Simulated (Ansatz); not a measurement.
The lowest singlet and triplet of H2P (SMILES [PH2+]); geometries from B3LYP-D3(BJ)/def2-TZVP, each state relaxed from the structure named, with no frequency check.
Singlet at the triplet's geometry (charge 1, multiplicity 1):
```xyz
3

P      0.000     0.081     0.000
H     -1.236    -0.612     0.000
H      1.239    -0.605     0.000
```

A positive gap puts the triplet lower; no zero-point energy. R- takes a restricted singlet. The triplet is unrestricted in single-reference levels. Active spaces average the two states.

Cores are frozen in the correlated methods.

Codes used: Ansatz (Gaussian orbitals). Each number belongs to the level named beside it.

R-PBE/def2-TZVPP gives 1.22 kcal/mol for the gap E(singlet) − E(triplet), vertical, at the triplet's geometry.

Problem. Where do these levels fall relative to PBE: R-r2SCAN/def2-TZVPP, R-PBE0/def2-TZVPP, R-wB97M-V/def2-TZVPP, R-B2PLYP/def2-TZVPP, R-MP2/cc-pV(Q+d)Z, R-CCSD(T)/cc-pV(Q+d)Z, SC-NEVPT2 on SA-CASSCF(6,6)/cc-pV(Q+d)Z, FIC-MRCISD+Q on SA-CASSCF(6,6)/cc-pV(Q+d)Z, FCI/cc-pV(D+d)Z.

Solution. R-r2SCAN/def2-TZVPP 6.13; R-PBE0/def2-TZVPP 1.27; R-wB97M-V/def2-TZVPP -7.69; R-B2PLYP/def2-TZVPP -3.76; R-MP2/cc-pV(Q+d)Z -2.09; R-CCSD(T)/cc-pV(Q+d)Z -6.24; SC-NEVPT2 on SA-CASSCF(6,6)/cc-pV(Q+d)Z -7.09; FIC-MRCISD+Q on SA-CASSCF(6,6)/cc-pV(Q+d)Z -6.72; FCI/cc-pV(D+d)Z -4.14 kcal/mol. 2 of 9 lie above PBE; the widest gap is to R-wB97M-V/def2-TZVPP.

Doubts at one or more of the structures used: a restricted determinant that unrestricted orbitals would lower (R-PBE/def2-TZVPP, R-r2SCAN/def2-TZVPP, R-PBE0/def2-TZVPP, R-wB97M-V/def2-TZVPP, R-B2PLYP/def2-TZVPP, R-MP2/cc-pV(Q+d)Z, R-CCSD(T)/cc-pV(Q+d)Z).

Ansatz is an electronic-structure program.
